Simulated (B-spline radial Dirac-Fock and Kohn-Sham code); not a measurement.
# Binding energies of Se¹⁹⁺ at several levels of theory

System: selenium as Se¹⁹⁺, [Ne] 3s2 3p3.

The density-functional columns are spherical, spin-unpolarised Dirac-Kohn-Sham results without Breit or QED terms: −ε is minus the orbital energy of the initial state and ΔSCF the difference of two total energies. The reference in the last column comes from Dirac-Fock ΔSCF + Breit + QED. All numbers are from a B-spline atomic structure program, in eV; a selection of levels is shown. The Kohn-Sham columns are given as differences from the reference. For the 1s level of heavy atoms much of the gap between ΔSCF and the reference is the Breit and QED part, -27.5 eV here; for other levels the error of the functional can be larger.

| level | LDA −ε − DF | LDA ΔSCF − DF | Dirac-Fock |
| --- | --- | --- | --- |
| K (1s) | -212.4 | +24.3 | 13459.0 |
| L1 (2s) | -83.9 | -28.3 | 2435.9 |
| L3 (2p3/2) | -62.8 | +0.7 | 2214.5 |
| M1 (3s) | -23.7 | -0.8 | 851.6 |
| M2,3 (3p) | -21.1 | +2.3 | 789.8 |

Values without a named source are computed, but for edge energies of neutral atoms, which are taken from tables.
